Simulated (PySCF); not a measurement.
Species: C₂H₈GeN, charge 0, multiplicity 2. It need not be the lowest isomer of its formula. 
Structure (B3LYP-D3(BJ)/def2-TZVP (Ansatz) minimum search):
```xyz
12

C      1.6162    -0.9042     0.3499
Ge     0.0484     0.1114    -0.3260
C     -1.5993    -0.9850    -0.1554
N     -0.1803     1.4948     0.9082
H      1.4003    -1.2447     1.3647
H      2.5060    -0.2757     0.3664
H      1.8094    -1.7673    -0.2863
H     -1.5456    -1.8516    -0.8135
H     -1.6884    -1.3223     0.8794
H     -2.4810    -0.4010    -0.4172
H     -1.0070     2.0644     0.7799
H      0.6170     2.1053     1.0351
```
Charge 0, spin multiplicity 2.

Dispersion corrections to the total energy (kcal/mol) from the dftd3 and dftd4 libraries through PySCF: D3(BJ) without and D4 with the three-body term, each with the damping fitted for the functional named.

```tsv
functional	D3(BJ)	D4
LC-wPBE	…	-5.72
BHLYP	-7.62	-6.36
B3LYP	-9.42	-8.25
PBE0	-4.67	-4.34
TPSS	-6.73	-6.90
r2SCAN	…	-1.28
revPBE	…	-15.38
```

**Question.** What belongs in the gaps?

**Answer.** 
- LC-wPBE, D3(BJ): -5.15
- r2SCAN, D3(BJ): -1.52
- revPBE, D3(BJ): -13.06
